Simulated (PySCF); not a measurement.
Computed IR spectrum (relative IR intensity) of a molecule CH5F2NOSi. Coordinates come from a r2SCAN-D4/def2-SVP optimisation. Other conformers were not sampled. These are PySCF with r2SCAN-D4/def2-SVP values and carry that method's errors. Frequencies are harmonic and unscaled.

Lines under 2 % of the strongest are left out, and lines within 2 cm⁻¹ are merged.

```json
[
 {"ν (cm⁻¹)": "136", "relative intensity": "2.2"},
 {"ν (cm⁻¹)": "219", "relative intensity": "12"},
 {"ν (cm⁻¹)": "278", "relative intensity": "14"},
 {"ν (cm⁻¹)": "326", "relative intensity": "15"},
 {"ν (cm⁻¹)": "346", "relative intensity": "17"},
 {"ν (cm⁻¹)": "357", "relative intensity": "27"},
 {"ν (cm⁻¹)": "430", "relative intensity": "29"},
 {"ν (cm⁻¹)": "470", "relative intensity": "52"},
 {"ν (cm⁻¹)": "790", "relative intensity": "83"},
 {"ν (cm⁻¹)": "903", "relative intensity": "93"},
 {"ν (cm⁻¹)": "969", "relative intensity": "100"},
 {"ν (cm⁻¹)": "990", "relative intensity": "75"},
 {"ν (cm⁻¹)": "1094", "relative intensity": "14"},
 {"ν (cm⁻¹)": "1160", "relative intensity": "60"},
 {"ν (cm⁻¹)": "1400", "relative intensity": "42"},
 {"ν (cm⁻¹)": "1446", "relative intensity": "2.9"},
 {"ν (cm⁻¹)": "1470", "relative intensity": "2.1"},
 {"ν (cm⁻¹)": "1503", "relative intensity": "5.4"},
 {"ν (cm⁻¹)": "3002", "relative intensity": "35"},
 {"ν (cm⁻¹)": "3078", "relative intensity": "17"},
 {"ν (cm⁻¹)": "3126", "relative intensity": "7.1"},
 {"ν (cm⁻¹)": "3606", "relative intensity": "16"},
 {"ν (cm⁻¹)": "3896", "relative intensity": "50"}
]
```

### Question
Identify the compound among the candidates.
A. NC[Si](O)(F)F
B. CO[Si](N)(F)F
C. N[Si@](O)(F)CF
D. CN[Si](O)(F)F

### Answer
D, CN[Si](O)(F)F
